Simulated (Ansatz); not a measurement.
Isolated molecules relaxed with PBE0-D4/def2-TZVP in Ansatz; ΔE leaves out vibrations. CCSD(T)/CBS is the MP2 limit (def2-TZVPP, def2-QZVPP) plus CCSD(T) − MP2 in def2-TZVPP, frozen cores. This one scheme is used for every species. Double bonds are as drawn, so ΔE can hold a change between cis and trans. Functionals use def2-TZVPP. HSE06 is defined as in plane-wave codes. Each species was taken in one conformer, which may not be the lowest.

Consider the hydrogenolysis of the Al–O bond: `[OH][AlH]/[CH]=C/F` + H₂ → `F/C=[CH]/[AlH2]` + H₂O.

| level | ΔE (kJ/mol) | difference from CCSD(T)/CBS |
| --- | --- | --- |
| revPBE-D4 | 119.7 | -2.8 |
| ωB97X-V | 121.4 | -1.1 |
| B2PLYP | 125.5 | 3.0 |
| PBE-QIDH | 119.7 | -2.8 |
| revPBE | 113.8 | -8.7 |
| PBE0 | 113.9 | -8.6 |
| HSE06 | 113.7 | -8.8 |
| LC-ωPBE | 118.1 | -4.4 |
| MP2/def2-SVP | 126.8 | 4.3 |
| HF/def2-TZVPP | 111.0 | -11.5 |
| CCSD(T)/CBS | 122.5 | 0 |

Largest T1 diagnostic among the species: 0.013.

Leaving LDA and LC-ωPBE aside and taking each functional with its dispersion term where it has one, the values, not all of them listed here, spread over 15.2 kJ/mol, from B97M-V to r2SCAN-D4. LDA lies +3.6 kJ/mol from PBE without D4. From BLYP to BHLYP (50 % exact exchange), in def2-TZVPP and without D4, ΔE moves by −3.2 kJ/mol.
